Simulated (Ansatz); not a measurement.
`O=C=C[TeH]` + H₂O → `O=C=CO` + H₂Te at 700 K and 1 bar (formal hydrolysis of a C–Te bond).

Gas-phase electronic energies from Ansatz, PBE0-D4/def2-TZVP geometries. CCSD(T)/CBS adds triple-zeta CCSD(T) − MP2 to the extrapolated MP2 energy (def2 sets, frozen cores). This one scheme is used for every species. Elements past krypton have def2 core potentials. For Te outer-core shells are correlated without core-valence functions, which leaves a few kJ/mol of doubt a bond. One conformer a species, not always the lowest.

| species | CCSD(T)/CBS energy (Eh) | H − E (kJ/mol) | S (J/(mol·K)) |
| --- | --- | --- | --- |
| `O=C=C[TeH]` | -420.15634 | 130.7 | 388.2 |
| H₂O | -76.37941 | 80.5 | 218.4 |
| `O=C=CO` | -227.58142 | 145.4 | 345.1 |
| H₂Te | -268.91024 | 57.2 | 261.6 |

H − E and S are ideal-gas, rigid-rotor, harmonic terms from PBE0-D4/def2-TZVP, for one conformer and one mirror image of each species. 1 Eh = 2625.50 kJ/mol, R = 8.31446 J/(mol·K).

By hand: ΔE, ΔH, ΔS and ΔG.

ΔE = (-227.58142) + (-268.91024) − (-420.15634) − (-76.37941) = 0.04409 Eh = 115.8 kJ/mol. Δ(H − E) = 145.4 + 57.2 − 130.7 − 80.5 = -8.6, so ΔH = 107.2 kJ/mol. ΔS = 345.1 + 261.6 − 388.2 − 218.4 = 0.1 J/(mol·K). ΔG = 107.2 − 700 × (0.1)/1000 = 107.1 kJ/mol.

By hand: the equilibrium constant, and the temperature at which ΔG would vanish if ΔH and ΔS stayed fixed.

log₁₀ K = −ΔG/(RT ln 10) = -8.0. ΔG = 0 at ΔH/ΔS = 1072000 K, far beyond where these terms or the molecules hold.

The number of gas molecules stays the same, so ΔS is small and ΔH decides. A doubt of 5 kJ/mol in ΔE shifts log₁₀ K by 0.4 here. Other conformers and mirror images would add mixing entropy, several J/(mol·K) or more a flexible species. These are equilibria of isolated gas molecules and say nothing of rates. Largest T1 diagnostic: 0.016 (customary marks: 0.02 for closed shells, 0.045 for open ones).
